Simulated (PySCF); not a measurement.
## Au(CH3)2: one run

Au(CH3)2 (doublet). PySCF 2.14.0, UKS B3LYP, Au def2-SVP with ECP60, C def2-SVP, H def2-SVP; non-relativistic Hamiltonian with scalar-relativistic core potentials where named; density fitting; no spin-orbit coupling. Purpose: one electron removed, vertical, doublet.

```python
mol = gto.M(atom='''
Au     0.00000    -0.00000     0.00000
C      0.00000     0.00003     2.12861
H     -0.88721    -0.51219     2.55623
H      0.88721    -0.51219     2.55623
H      0.00000     1.02450     2.55620
C     -0.00000    -0.00003    -2.12861
H     -0.88721     0.51219    -2.55623
H      0.88721     0.51219    -2.55623
H     -0.00000    -1.02450    -2.55620''',
    basis={'Au': 'def2-SVP', 'C': 'def2-SVP', 'H': 'def2-SVP'},
    ecp={'Au': 'def2-SVP'},
    charge=0, spin=1)
mf = dft.UKS(mol, xc='B3LYP')
mf.grids.atom_grid = (50, 194)
mf = mf.density_fit()  # fitting sets: Au def2-universal-JKFIT, C def2-universal-JKFIT, H def2-universal-JKFIT
mf.conv_tol = 1e-08; mf.max_cycle = 55
mf.kernel(dm0)  # dm0: converged density of the relaxed state
```

Run from Python with OMP_NUM_THREADS=2; the lines above give its settings. Where DIIS fails, smearing, a level shift and second-order steps follow.
It took 2.5 s on 2 threads of Arm Neoverse V2, with other jobs on the host, from an already converged density.

Q: Where do the frontier levels lie, over both spins?

A: HOMO -6.68 eV, LUMO -5.14 eV. 

Q: What are the Mulliken charges and spins?

A: 
| atom | charge (e) | spin (e) |
| --- | --- | --- |
| Au1 | -0.127 | -0.062 |
| C2 | -0.130 | 0.543 |
| H3 | 0.064 | -0.004 |
| H4 | 0.064 | -0.004 |
| H5 | 0.064 | -0.004 |
| C6 | -0.130 | 0.543 |
| H7 | 0.064 | -0.004 |
| H8 | 0.064 | -0.004 |
| H9 | 0.064 | -0.004 |

Q: How does its energy compare with the relaxed singlet of charge -1 in vacuum?

A: It lies 2.985 eV higher.

Open shells may have lower solutions than the one found.
